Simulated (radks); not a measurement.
Spherical quantum dot in the effective-mass picture: electrons in a hard-walled sphere of radius 1.95, with a point charge +1 (a donor) at the centre, all in effective atomic units (hartree* = m*/eps^2 hartree, bohr* = eps/m* bohr), one dielectric constant everywhere. Calculated with a radial shooting solver with Libxc functionals: non-relativistic Kohn-Sham, LDA (Slater exchange, Perdew-Wang correlation), spin-polarised, spherical densities. Levels are named by radial order and angular momentum (1s, 1p, 1d, 2s, ...), and open shells are averaged over m.

N = 4, configuration 1s2 1p(up 2, down 0). This is the lowest configuration that the search found. Occupied and some empty levels:

level,occupation,eigenvalue (hartree*),<r> (bohr*)
1s up,1,2.7576,0.9358
1s down,1,2.9102,0.9280
1p up,2,4.2161,1.161
1p down,0,4.3900,1.161
1d up,0,5.9058,1.271
1d down,0,6.0801,1.272
2s up,0,6.2865,0.9548
2s down,0,6.4025,0.9592
1f up,0,7.9309,1.345
1f down,0,8.1009,1.346

Energy (hartree*): total 7.97250, kinetic 7.9951, external -4.6412, Hartree 6.8157, exchange-correlation -2.1971.
